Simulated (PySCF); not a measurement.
HfO₃, SMILES [O]=[Hf]1[O][O]1, multiplicity 1.

Coordinates come from a B3LYP-D3(BJ)/def2-TZVP optimisation. The multiplicity is an assumed one; other spin states were not compared. The def2 effective core potentials stand for the cores of Hf; spin–orbit coupling is left out.

Calculation: B3LYP/def2-TZVPD in PySCF.

Symmetry labels are those of the subgroup Cs that the program uses (full group Cs).

Q: List the valence orbital energies around the gap with their symmetry. (Estimate from the structure and the level; the computed values follow.)

A: 
| orbital | symmetry | energy (eV) |
|---|---|---|
| HOMO−7 | A' | -11.57 |
| HOMO−6 | A' | -10.90 |
| HOMO−5 | A' | -10.79 |
| HOMO−4 | A" | -8.72 |
| HOMO−3 | A' | -8.29 |
| HOMO−2 | A" | -8.07 |
| HOMO−1 | A' | -7.87 |
| HOMO | A" | -6.81 |
| LUMO | A' | -3.77 |
| LUMO+1 | A" | -2.12 |
| LUMO+2 | A' | -2.07 |
| LUMO+3 | A' | -0.67 |
